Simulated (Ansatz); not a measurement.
The cluster Hg₄S₃, relaxed as a singlet with RKS r2SCAN-D4/def2-SVP in Ansatz, starting from the GFN1-xTB geometry. Force threshold 0.02 eV/Å.

In the def2 sets Hg takes a core potential; there is no spin–orbit coupling. The structure comes from a short search, and lower isomers may exist.

Start:

Cartesian coordinates in Å:
```
Hg 0.782 1.359 0.808
Hg -1.015 -1.328 -0.496
Hg -2.995 0.124 3.740
Hg 1.734 -0.099 -2.170
S 0.128 -1.894 -2.588
S -1.197 0.069 1.533
S 2.563 1.769 -0.827
```

Q: Estimate the energy that the relaxation releases and the steps that it takes.

A: 52.2 kJ/mol, in 30 steps; 2.5 min on 4 threads of Arm Neoverse V2 on a shared host. The force fell under the threshold at step 6, but the optimiser went on and released 0.154 eV more. No frequencies were taken in this run, so the end may be a saddle point.

Q: Does the start keep its bonding and symmetry?

A: Bonds formed: Hg2–Hg3 (atoms count from 1). Point group Cs at the start, C2v at the end, both within 0.05 Å.

Q: Predict the relaxed structure.

A: 
```tsv
atom	x (Å)	y (Å)	z (Å)
Hg1	1.419	1.688	0.463
Hg2	-0.931	-0.473	0.508
Hg3	-3.394	-1.713	1.869
Hg4	1.175	-0.373	-1.884
S5	-0.697	-1.817	-1.493
S6	-0.331	1.292	2.050
S7	2.758	1.396	-1.513
```
Bond lengths (bridged metal pairs left out): 6 × Hg–S 2.40 to 2.42 Å; 1 × Hg–Hg 3.08 Å.
